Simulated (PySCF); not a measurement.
**Electron correlation in K⁺ (potassium, charge +1)**

[Ar], closed-shell 1S. Calculation: PySCF 2.14, in aug-cc-pwCVTZ-X2C (9s8p6d3f, 84 functions); scalar relativity by spin-free X2C-1e. Frozen: [Ne]; 8 electrons correlated.

```json
{"level": "CCSD", "correlation energy (mhartree)": "-210.03"}
{"level": "(T)", "correlation energy (mhartree)": "-4.54"}
{"level": "CCSD(T)", "correlation energy (mhartree)": "-214.57"}
```

Diagnostics: T1 = 0.0014, D1 = 0.0021, largest double amplitude 0.030.

Cost of the coupled-cluster step: roughly 6 core-seconds, for 8 correlated electrons.
